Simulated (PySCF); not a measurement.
How methods differ on the excitation energy of Sb

Sb [Kr] 4d10 5s2 5p3 (4S) → Sb [Kr] 4d10 5s2 5p2 6s1 (4P), as a difference of total energies. Computed with PySCF 2.14 in aug-cc-pVTZ-PP with ECP28MDF (6s5p4d2f, 55 functions), with scalar relativity through the core potential. Correlated levels: valence: 4s2 4p6 4d10 frozen. The calculations carry no spin-orbit coupling.

```
           method  excitation energy (cm⁻¹)
              UHF                     46092
    MP2 (valence)                     47388
SCS-MP2 (valence)                     47073
   CCSD (valence)                     47067
CCSD(T) (valence)                     47109
```

Errors of the correlated levels include the incompleteness of this basis and the frozen core.

The promoted electron is Rydberg-like, and one or two diffuse shells describe it only roughly, which tends to raise the upper state.

For comparison: 46690 cm⁻¹ (measured; NIST levels, between the centres of gravity of the two terms).
